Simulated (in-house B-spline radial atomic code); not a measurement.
Values are calculated unless marked as measured or tabulated.
# Ru in an electron gas of r_s = 2: phase shifts, screening, friction and resistivity

A nucleus sits in a uniform electron gas with a rigid positive background. The Kohn-Sham equations are solved self-consistently in the spin-unpolarised LDA (PW92), non-relativistic, on B-splines with outgoing waves at the boundary and partial waves to l = 8. The model has no lattice, no bands and no magnetic solution. Atomic units; δ_l are the phase shifts at the Fermi level, counted so that each bound state adds π, and good to about 0.0005.

The density parameter is r_s = 2 bohr, near that of the valence electrons of Si (4 per atom, density 2.33 g/cm³, mass 28.09 u, which gives r_s = 2.01).

```
l  δ_l (rad)
0    11.9311
1     9.3323
2     5.7060
3     0.0693
4     0.0142
5     0.0025
6     0.0004
7    -0.0002
8    -0.0002
```

Bound levels below the band bottom (hartree): s -18.75, p -15.53, d -9.575, s -2.066, p -1.117 and deeper ones.

Q: Check the Friedel sum rule, and say where the screening charge sits.

A: k_F = (9π/4)^(1/3)/r_s = 0.95958. The rule is Z = (2/π) Σ (2l + 1) δ_l. The terms are s 7.596, p 17.823, d 18.163, f 0.309 and 0.098 beyond, in all 43.989 against Z = 44. Bound states hold 8 s, 18 p, 10 d electrons, so the scattering states carry 7.99 in all; where a term is smaller than its bound count, the bound level has drawn weight out of the band.

Q: Find the transport cross section and the electronic stopping of a 2 keV Ru ion (mass 101.07 u).

A: σ_tr = (4π/k_F²) Σ (l + 1) sin²(δ_l − δ_(l+1)). The terms for l = 0 to 3 are 0.2668, 0.4342, 1.0886, 0.0121, all together 1.8025, so σ_tr = 13.647 × 1.8025 = 24.599 bohr². With n = 3/(4π r_s³) = 0.02984, the friction coefficient is Q = n k_F σ_tr = 0.7044. For v well below v_F = 0.960, dE/dx = Q v; with 24801 eV per u at v = 1, v = √(2000/(24801 × 101.07)) = 0.0282, so dE/dx = 0.01990 hartree/bohr = 10.2 eV/nm. The largest term couples the d and f waves.

Q: What residual resistivity would 1 atomic per cent of such centres give in a metal of this density?

A: Δρ = k_F n_i σ_tr/n in atomic units of 21.74 μΩ·cm. With one host atom per 4 electrons, n_i/n = 0.01/4, so Δρ = 0.9596 × 0.00250 × 24.599 × 21.74 = 1.28 μΩ·cm. This is an atom added to the gas, as on an interstitial site.

Q: On a substitutional site the background of one host ion, a sphere holding 4 charges, is taken out. The phase shifts for l = 0 to 4 become 11.3750, 8.8104, 5.1644, -0.0763, -0.0216. What follows?

A: The Friedel sum is now 39.99, for Z − 4 = 40. The sum in σ_tr is 3.0158, so σ_tr = 41.16 bohr² and Δρ = 2.15 μΩ·cm per atomic per cent, 1.67 times the value above. A real host ion scatters too, so this model doesn't give zero even for the host's own atom.
